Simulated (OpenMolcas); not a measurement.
## Mg II: CASPT2 settings compared

```yaml
Program: OpenMolcas 26.06
Basis: ANO-RCC-VTZP [5s4p2d1f]
Scalar_Hamiltonian: DKH2, point nucleus
Active_space: 1 electron in 4 orbitals (3s 3p)
State_averaging: 2S+1 = 2 even, 1 root; 2S+1 = 2 odd, 3 roots
Spin-orbit_coupling: RASSI with atomic mean-field integrals over the reference wave functions, term energies averaged over their components
```

Methods on the same reference wave functions:
A. CASSCF
B. SS-CASPT2, IPEA 0.6 Eh, no level shift (closed shells correlated: 2s 2p)
C. XMS-CASPT2, IPEA 0 Eh, sigma1 regulariser 0.3 Eh (closed shells correlated: 2s 2p)

Energies in cm⁻¹ above 3s ²S_1/2, the measured ground level; measured values from NIST Handbook of Basic Atomic Spectroscopic Data.

```
     Level      A      B      C  Measured
 3s ²S_1/2    0.0    0.0    0.0       0.0
3p ²P°_1/2  34620  35316  35331     35669
3p ²P°_3/2  34690  35385  35400     35761
```

Deviations, from unrounded energies. A percentage is the sum of absolute deviations over the sum of measured energies, with the sign that they share, or ± where signs differ.

| Against measurement | Levels | A | B | C |
| --- | --- | --- | --- | --- |
| mean absolute deviation (cm-1) | 2 | 1100 | 360 | 350 |
| other configurations (%) | 2 | -3.0 | -1.0 | -1.0 |

B, C lie about equally close to measurement and A furthest from it. The largest miss of C in the table is 3p ²P°_3/2, by -360 cm-1. The ranking rests on the paired levels alone, and a cruder setting can come out closer through cancelling errors.

Between B and C the level of the table that moves most is 3p ²P°_1/2, by 15 cm-1 (lowest in B, highest in C).

The lowest spin-free term lies below A's lowest term by 0.237 hartree in B, 0.237 hartree in C.

ANO sets are built for ground and valence states and can reach diffuse excited orbitals poorly. With one active electron the reference holds no correlation, so core polarisation is missing (holds for A). With one active electron, CASPT2 adds the correlation within the correlated inactive shells and between them and that electron, and leaves the splitting within a term as the reference gives it (holds for B; C). Measured partners are found by configuration, term and J. A level has none where our copy of the source lacks it or the pairing is in doubt (some pairs that miss far off the trend of their configuration count as doubtful), and it then counts in no deviation. Levels of configurations outside the active space are missing.

° marks odd parity.
